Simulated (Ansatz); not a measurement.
Stepwise reaction of `S[SiH2]S` with hydrogen chloride, as a gas-phase model of exchange steps in deposition or etching. ΔE in kJ/mol.

Computed with Ansatz on PBE0-D4/def2-TZVP structures; ΔE is electronic, products minus reactants. CCSD(T)/CBS adds triple-zeta CCSD(T) − MP2 to the extrapolated MP2 energy (def2 sets, frozen cores). This one scheme is used for every species. DFT in def2-TZVPP. B3LYP here is the variant with VWN-RPA as its local correlation; programs differ in this. Each species was taken in one conformer, which may not be the lowest.

```json
{"step": "1", "reaction": "`S[SiH2]S` + HCl → `S[SiH](S)Cl` + H₂", "PBE-D4": "-82.4", "B3LYP-D4": "-80.4", "ωB97M-V": "-81.5", "CCSD(T)/CBS": "-80.4"}
{"step": "2", "reaction": "`S[SiH](S)Cl` + HCl → `S[Si](S)(Cl)Cl` + H₂", "PBE-D4": "-80.6", "B3LYP-D4": "-78.8", "ωB97M-V": "-79.8", "CCSD(T)/CBS": "-77.6"}
```

Q: By hand: ΔE of the 2 steps together at CCSD(T)/CBS.

A: (-80.4) + (-77.6) = -158.0 kJ/mol, or -79.0 kJ/mol a step.

In ΔE the steps differ by no more than 2.8 kJ/mol. All are downhill at CCSD(T)/CBS. PBE-D4 differs from CCSD(T)/CBS by -3.0 to -2.0 kJ/mol a step. Isolated molecules leave out the surface, adducts and barriers. Largest T1 diagnostic: 0.011.
